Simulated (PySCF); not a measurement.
## Assigning NMR signals

Numbering as in the mapped SMILES `[NH2:1][CH2:2][C@@H:3]1[CH2:4][C@H:5]2[CH2:6][CH2:7][C@@H:8]([CH2:9]1)[CH2:10]2` (H(Xn): hydrogen on atom n). Ha(C4), Ha(C9) are cis to C2 on the ring; Ha(C6), Ha(C7), Ha(C10) are cis to C4 on the ring; Hb(C4), Hb(C9) are trans to C2 on the ring; Hb(C6), Hb(C7), Hb(C10) are trans to C4 on the ring.

[PySCF: PBE0-D3(BJ)/def2-SVP geometry; PBE0/pcSseg-1 with gauge-including orbitals; rapidly exchanging positions averaged; a single conformation; no relativistic terms; in vacuum]

Shifts are taken against calculated references (same method and geometry level): TMS for 13C (σref 184.41), 1H (σref 31.27).

(1) Assign these signals to the numbered atoms. 13C{1H} NMR (computed): δ 53.0 (CH2), 41.6 (CH2), 40.5 (CH2), 37.2 (CH), 34.8 (CH), 31.4 (CH2).

(2) Assign these signals to the numbered atoms. 1H NMR (500 MHz, computed): δ 2.42 (d, 2H), 1.93 (m, 2H), 1.72 (m, 2H), 1.61 (m, 2H), 1.39 (m, 1H), 1.35 (m, 2H), 1.11 (m, 1H), 1.10 (m, 1H), 0.76 (m, 2H), 0.00 (br s, 2H).

## Answers

(1) 
| δ (ppm) | atoms | environment | reason |
| --- | --- | --- | --- |
| 53.0 | C2 | sp3 CH2 bonded to N | pulled downfield by the heteroatom |
| 41.6 | C10 | sp3 CH2 in a ring | a saturated carbon with 2 carbon neighbours and no heteroatom attached |
| 40.5 | C4/C9 | sp3 CH2 in a ring | – |
| 37.2 | C5/C8 | sp3 CH in a ring | saturated and bonded to C and H only |
| 34.8 | C3 | sp3 CH in a ring | – |
| 31.4 | C6/C7 | sp3 CH2 in a ring | saturated and bonded to C and H only |

C10 and C4/C9 lie closer than the usual error of such a calculation, so a measured spectrum could show them in the other order.

(2) 
```tsv
δ (ppm)	atoms	environment	reason
2.42	H(C2)	hydrogen on an sp3 CH2 bonded to N	its carbon carries N, an electronegative neighbour
1.93	H(C5)/H(C8)	hydrogen on an sp3 CH in a ring	far from electronegative atoms and π systems
1.72	Hb(C4)/Hb(C9)	hydrogen on an sp3 CH2 in a ring	far from electronegative atoms and π systems
1.61	Hb(C6)/Hb(C7)	hydrogen on an sp3 CH2 in a ring	–
1.39	Hb(C10)	hydrogen on an sp3 CH2 in a ring	–
1.35	Ha(C6)/Ha(C7)	hydrogen on an sp3 CH2 in a ring	–
1.11	H(C3)	hydrogen on an sp3 CH in a ring	–
1.10	Ha(C10)	hydrogen on an sp3 CH2 in a ring	far from electronegative atoms and π systems
0.76	Ha(C4)/Ha(C9)	hydrogen on an sp3 CH2 in a ring	–
0.00	H(N1)	hydrogen on an amine nitrogen	labile proton, position sensitive to the medium
```

Hb(C4)/Hb(C9) and Hb(C6)/Hb(C7); Hb(C10) and Ha(C6)/Ha(C7); H(C3) and Ha(C10) lie closer than the usual error of such a calculation, so a measured spectrum could show them in the other order.

The OH or NH signal is concentration- and solvent-dependent in practice; the value given is the gas-phase one. Shifts are as computed. Against solution values, carbons near 30 ppm lie about +2 ppm off and those near 130 ppm about +5 ppm. Of 1211 compounds with measured shifts, 218 miss one by over three times the rms of a fit or turn the order of signals round; such compounds aren't used in these exercises. No couplings were computed; multiplicities are counted from neighbouring protons, with m where these are inequivalent, close in shift, in a saturated or five-membered ring or joined by F or P, and br s for small geminal =CH2 splittings.
